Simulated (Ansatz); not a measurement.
Start from `O[SiH2][TeH]` and change one atom or group to get `O[SiH3]`.

Ansatz, PBE0-D4/def2-TZVP geometries, multiplicity 1. Each molecule was computed in one conformer, which needn't be the lowest.

Elements past krypton have def2 core potentials.

```tsv
property	`O[SiH2][TeH]`
HOMO energy (PBE0/def2-TZVPP) / eV	-6.68
LUMO energy (ωB97M-V/def2-TZVPP) / eV	1.16
size of the dipole moment (B3LYP/def2-TZVPP) / D	1.09
HOMO–LUMO gap (ωB97M-V/def2-TZVPP) / eV	9.91
HOMO energy (B3LYP/def2-TZVPP) / eV	-6.46
HOMO–LUMO gap (PBE0/def2-TZVPP) / eV	6.02
```

(1) Give the same properties after the change, and the shifts. (Best estimate.)

## Answers

(1) Computed: 
| property | `O[SiH3]` | shift |
| --- | --- | --- |
| HOMO energy (PBE0/def2-TZVPP) / eV | -8.73 | -2.05 |
| LUMO energy (ωB97M-V/def2-TZVPP) / eV | 1.65 | 0.49 |
| size of the dipole moment (B3LYP/def2-TZVPP) / D | 1.31 | 0.22 |
| HOMO–LUMO gap (ωB97M-V/def2-TZVPP) / eV | 12.71 | 2.80 |
| HOMO energy (B3LYP/def2-TZVPP) / eV | -8.52 | -2.06 |
| HOMO–LUMO gap (PBE0/def2-TZVPP) / eV | 8.77 | 2.75 |

With PBE0 the HOMO falls by 2.05 eV and the LUMO rises by 0.70 eV, so the gap widens by about 2.75 eV. PBE moves the HOMO by -1.55 eV and ωB97M-V by -2.31 eV. The zero-point energy changes by 0.6 kJ/mol with -3 modes. Dipoles are sizes alone; their direction can turn.

B3LYP here is the variant with VWN-RPA as its local correlation; programs differ in this.

Spin–orbit coupling is left out; it splits and shifts lone-pair levels of the heavy atoms by tenths of an eV.
